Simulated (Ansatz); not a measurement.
Mulliken charges of CH4FNOSi (`NC(=O)[SiH2]F`) from ωB97M-V/def2-TZVPP in Ansatz (PBE0-D4/def2-TZVP geometry).

| atom | x (Å) | y (Å) | z (Å) | charge (e) |
| --- | --- | --- | --- | --- |
| N1 | -0.103 | 0.776 | 1.347 | -0.210 |
| C2 | 0.599 | 0.010 | 0.487 | 0.148 |
| O3 | 1.741 | -0.367 | 0.687 | -0.356 |
| Si4 | -0.172 | -0.556 | -1.157 | 0.504 |
| F5 | -1.671 | 0.011 | -1.289 | -0.330 |
| H6 | 0.323 | 1.067 | 2.214 | 0.146 |
| H7 | -1.043 | 1.064 | 1.139 | 0.150 |
| H8 | 0.637 | -0.018 | -2.271 | -0.027 |
| H9 | -0.222 | -2.034 | -1.175 | -0.027 |

By hand: the dipole of these point charges (1 e Å = 4.8032 D).

Σ q r = (-0.165, 0.056, -0.026) e Å, of length 0.176 e Å = 0.85 D.

How does the dipole of the full density compare? (Estimate.)

The calculation gave: (-0.440, 0.270, 0.152) e Å, 2.58 D; the point charges give 0.33 times that, at 28° from its direction.

Point charges leave out the atoms' own dipoles, such as those of lone pairs, and Mulliken's split depends on the basis, so the two needn't agree.
